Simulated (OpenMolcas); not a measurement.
## How methods differ on SiF4 (silicon tetrafluoride)

The species is SiF4 (5 atoms), meant as a singlet with charge 0. SMILES: `F[Si](F)(F)F`. The coordinates come from a PBE0-D4/def2-TZVP relaxation.

Each level gives the vertical ionisation energy (to the doublet cation) (eV). The values are calculated.

```json
{"level": "HF/6-311+G**", "kind": "Hartree–Fock", "program": "OpenMolcas", "value (eV)": "16.47", "CPU time (all runs)": "1.9 min"}
{"level": "BLYP/6-311+G**", "kind": "GGA", "program": "OpenMolcas", "value (eV)": "14.50", "CPU time (all runs)": "4.9 min"}
{"level": "revPBE/6-311+G**", "kind": "GGA", "program": "OpenMolcas", "value (eV)": "14.47", "CPU time (all runs)": "2.7 min"}
{"level": "M06-L/6-311+G**", "kind": "meta-GGA", "program": "OpenMolcas", "value (eV)": "14.90", "CPU time (all runs)": "4.2 min"}
{"level": "TPSS/6-311+G**", "kind": "meta-GGA", "program": "OpenMolcas", "value (eV)": "14.64", "CPU time (all runs)": "3.7 min"}
{"level": "r2SCAN/6-311+G**", "kind": "meta-GGA", "program": "OpenMolcas", "value (eV)": "15.01", "CPU time (all runs)": "3.8 min"}
{"level": "M06-2X/6-311+G**", "kind": "hybrid meta-GGA", "program": "OpenMolcas", "value (eV)": "16.50", "CPU time (all runs)": "5.5 min"}
{"level": "PBE0/6-311+G**", "kind": "global hybrid", "program": "OpenMolcas", "value (eV)": "15.59", "CPU time (all runs)": "2.5 min"}
```

The values span 14.47 to 16.50 eV. CPU times are rough (shared hosts, several kinds of processor and program).
